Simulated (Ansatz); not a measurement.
Consider the ligand exchange at the Si–O bond: `CO[SiH3]` + `[NH2][Sc]([OH])[O][SiH3]` → `[NH2][Sc]([O][SiH3])[O][SiH3]` + CH₃OH.

Calculated with Ansatz (gas phase, PBE0-D4/def2-TZVP geometries, no zero-point term in ΔE). CCSD(T)/CBS adds triple-zeta CCSD(T) − MP2 to the extrapolated MP2 energy (def2 sets, frozen cores). This one scheme is used for every species. DFT in def2-TZVPP. For Sc outer-core shells are correlated without core-valence functions, which leaves a few kJ/mol of doubt a bond. Scalar relativity is left out up to krypton. One conformer a species, not always the lowest.

Question: Is it downhill or uphill in electronic energy at CCSD(T)/CBS, and by how much? (Best estimate.)

Answer: Computed: Downhill: ΔE = -26.6 kJ/mol.

Question: What do these levels give: PBE-D4, BLYP-D4, r2SCAN-D4, BLYP, r2SCANh, BHLYP, HF/def2-SVP, CCSD(T)/def2-SVP, MP2/def2-QZVPP, SCS-MP2/def2-QZVPP, HF/CBS(def2), CCSD/CBS(def2)? (Estimate.)

Answer: The calculation gave: PBE-D4 -21.6, BLYP-D4 -20.9, r2SCAN-D4 -23.6, BLYP -21.5, r2SCANh -23.8, BHLYP -25.0, HF/def2-SVP -37.3, CCSD(T)/def2-SVP -33.8, MP2/def2-QZVPP -24.6, SCS-MP2/def2-QZVPP -26.0, HF/CBS(def2) -31.4, CCSD/CBS(def2) -27.1 kJ/mol.

Largest T1 diagnostic among the species: 0.015.

In def2-TZVPP, CCSD(T) changes the Hartree–Fock value by +4.4 kJ/mol (the triples alone add +0.6 kJ/mol) and MP2 by +6.3 kJ/mol. Leaving LDA and LC-ωPBE aside and taking each functional with its dispersion term where it has one, the values, not all of them listed here, spread over 5.4 kJ/mol, from BHLYP-D4 to BLYP-D4. LDA lies +5.1 kJ/mol from PBE without D4. From BLYP to BHLYP (50 % exact exchange), in def2-TZVPP and without D4, ΔE moves by −3.5 kJ/mol.
